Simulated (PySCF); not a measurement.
Radial density of Zn⁺ (zinc, charge +1)

UHF, [Ar] 3d10 4d1, 2D determinant (an excited configuration). All numbers are calculated (PySCF 2.14, scalar relativity by spin-free X2C-1e, in aug-cc-pwCVTZ-DK).

| r (bohr) | 4πr²ρ (e/bohr) | 4πr²(ρα − ρβ) |
| --- | --- | --- |
| 0.000893 | 0.2892 | 0.0000 |
| 0.00150 | 0.7195 | 0.0000 |
| 0.00253 | 1.752 | 0.0000 |
| 0.00425 | 4.112 | 0.0000 |
| 0.00715 | 9.093 | 0.0000 |
| 0.0120 | 18.08 | 0.0000 |
| 0.0202 | 29.92 | 0.0000 |
| 0.0340 | 36.70 | 0.0000 |
| 0.0572 | 31.40 | 0.0001 |
| 0.0963 | 31.71 | 0.0007 |
| 0.162 | 42.05 | 0.0034 |
| 0.272 | 24.94 | 0.0144 |
| 0.458 | 22.26 | 0.0311 |
| 0.771 | 20.04 | 0.0174 |
| 1.30 | 5.046 | -0.0047 |
| 2.18 | 0.5381 | 0.0594 |
| 3.67 | 0.3265 | 0.3151 |
| 6.17 | 0.09097 | 0.0910 |

Densities and radii are taken from the X2C orbitals without a picture-change correction, which distorts them close to the nucleus.

The outer electron is Rydberg-like, and this basis confines it to a smaller radius and binds it less than a complete one would.

Where is the radial spin density 4πr²(ρα − ρβ) most negative, and why is it negative at all?

Around r = 1.30 bohr, down to -0.0047 e/bohr: exchange with the open shell polarises the paired shells in an unrestricted calculation.
